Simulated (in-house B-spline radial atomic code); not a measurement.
## RPA and G0W0 on PBE: the potassium ion K⁴⁺

Configuration [Ne] 3s2 3p3, highest spin, mean-field start PBE. Computed with an all-electron radial atomic-structure program (B-spline basis): all electrons, scalar-relativistic (spin-free one-electron X2C), finite nucleus, each spin shell either full or empty, empty states to l = 9 with an (l + 1/2)⁻⁴ tail; G0W0 by contour deformation at full frequency.

Command:
```bash
python run_gw.py task.json out
```
Settings (radii: box in bohr, nucleus in fm):
```
Z                        19
electrons                15
configuration            [Ne] 3s2 3p3
hamiltonian              x2c
method                   pbe,pbe
lmax                     9
rms_radius               3.4349
spin_polarised           True
box_radius               11.96
intervals                69
```

Run time, properties included: 1.4 s on 1 thread of AMD EPYC 7R13 Processor, with other jobs on the host.

Energies (hartree):

| term | value |
| --- | --- |
| mean-field total | -596.78970 |
| Hartree-Fock functional on these orbitals | -596.37249 |
| direct second order | -1.0799 |
| second-order exchange | 0.39414 |
| SOSEX correction | 0.3551 |

Problem. What is the RPA correlation energy, and what remains with SOSEX?

Solution. RPA gives -0.94168 hartree (-1.71 eV per electron); RPA + SOSEX gives -0.58658, and the second-order doubles -0.68573 hartree (no singles). RPA lacks exchange-type terms and so overcorrelates at short range.

Quasi-particle levels (eV):

```
  level  occupied  mean field  Σx - vxc     Σc  QP weight    G0W0
  3p up       yes      -73.37     -8.48      ?          ?       ?
3s down       yes      -86.19     -5.71  -2.73      0.945  -94.64
3p down        no      -68.23     10.18  -3.42      0.939  -61.47
```

G0W0 = mean field + (Σx - vxc) + Σc, with Σc (partial-wave tail included) taken at the quasi-particle energy. Only the outer levels were computed. Levels of low weight are left out.

Problem. Where does G0W0 put 3p up?

Solution. At -81.92 eV, with Σc = -0.07 eV and a quasi-particle weight of 0.938. The tabulated removal energy is 82.66 ± 0.16 eV (NIST, semi-empirical); the calculation leaves out spin-orbit coupling, Breit and QED terms, and what these don't explain is the method's own error.
